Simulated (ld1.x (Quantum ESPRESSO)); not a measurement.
An all-electron radial function and its pseudo partner (V)

Columns: radius, all-electron u(r) and pseudo u(r) of the 3d shell (level -37.16 eV) of vanadium in the configuration [Ne] 3s2 3p6 3d2 4s0 4p0; PBE, non-relativistic, TM scheme, ld1.x (Quantum ESPRESSO) 7.5.

| r (bohr) | all-electron | pseudo |
| --- | --- | --- |
| 0.088 | 0.0333 | 0.0048 |
| 0.175 | 0.1535 | 0.0360 |
| 0.262 | 0.3184 | 0.1117 |
| 0.350 | 0.4865 | 0.2385 |
| 0.438 | 0.6315 | 0.4046 |
| 0.525 | 0.7436 | 0.5843 |
| 0.612 | 0.8244 | 0.7520 |
| 0.700 | 0.8760 | 0.8852 |
| 0.788 | 0.9013 | 0.9683 |
| 0.875 | 0.9055 | 1.0000 |
| 0.962 | 0.8938 | 0.9900 |
| 1.050 | 0.8700 | 0.9507 |
| 1.138 | 0.8377 | 0.8957 |
| 1.225 | 0.8001 | 0.8361 |
| 1.312 | 0.7590 | 0.7778 |
| 1.400 | 0.7153 | 0.7232 |
| 1.487 | 0.6715 | 0.6739 |
| 1.575 | 0.6273 | 0.6277 |
| 1.662 | 0.5844 | 0.5844 |
| 1.750 | 0.5424 | 0.5424 |
| 1.838 | 0.5021 | 0.5021 |
| 1.925 | 0.4640 | 0.4640 |
| 2.012 | 0.4280 | 0.4280 |
| 2.100 | 0.3935 | 0.3935 |
| 2.188 | 0.3612 | 0.3612 |
| 2.275 | 0.3312 | 0.3312 |

(1) How many radial nodes do the two functions have?

(2) At about which radius was the pseudo-wave matched?

(3) Where does each function peak?

(4) Is the pseudo-wave norm-conserving?

## Answers

(1) The all-electron 3d function has n − l − 1 = 0; the pseudo-wave has 0.

(2) 1.75 bohr. The columns agree to 0.0005 from 1.57 bohr on; several derivatives are matched, so the curves merge somewhat inside the radius.

(3) Outermost all-electron maximum near 0.88 bohr, pseudo maximum near 0.88 bohr (to the table’s step).

(4) Yes: the TM scheme keeps the norm inside the radius equal to the all-electron one, which fixes the energy derivative of the logarithmic derivative at the level.
